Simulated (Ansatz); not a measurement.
Frontier orbitals of `[SiH3][SeH]`.

The species carries charge 0 and has multiplicity 1. Correlated methods include outer-core shells of Se, which these sets cover unevenly. Scalar relativity is left out up to krypton. The geometry is a stationary point of PBE0-D4/def2-TZVP. Basis def2-TZVPP, Ansatz.

```csv
functional,HOMO (eV),LUMO (eV),gap (eV)
PBE,-5.96,-0.95,5.01
r2SCAN,-6.24,-0.62,5.62
PBE0,-7.11,-0.11,7.00
B3LYP,-6.86,-0.33,6.53
r2SCAN0,-7.29,0.12,7.41
HSE06 (plane-wave form),-6.71,-0.48,6.23
CAM-B3LYP,-8.38,0.86,9.24
ωB97X-V,-9.40,1.90,11.30
ωB97M-V,-9.26,1.60,10.86
HF,-9.67,2.91,12.58
```

(1) What is the vertical ionisation energy at frozen-core CCSD(T)/def2-TZVPP? (An estimate is asked.)

## Answers

(1) Computed: 9.41 eV (T1 of the cation 0.013).

A quarter of exact exchange (PBE0) shifts PBE's HOMO by −1.15 eV and its LUMO by +0.85 eV; full exchange at long range (ωB97M-V) shifts them by −3.30 and +2.55 eV. The gap opens from 5.01 to 10.86 eV, since occupied levels lose self-interaction and empty ones feel all the electrons. A positive LUMO is unbound and depends on the basis. −ε(HOMO) differs from that ionisation energy by −3.45 eV with PBE and −0.15 eV with ωB97M-V.

B3LYP here is the variant with VWN-RPA as its local correlation; programs differ in this.
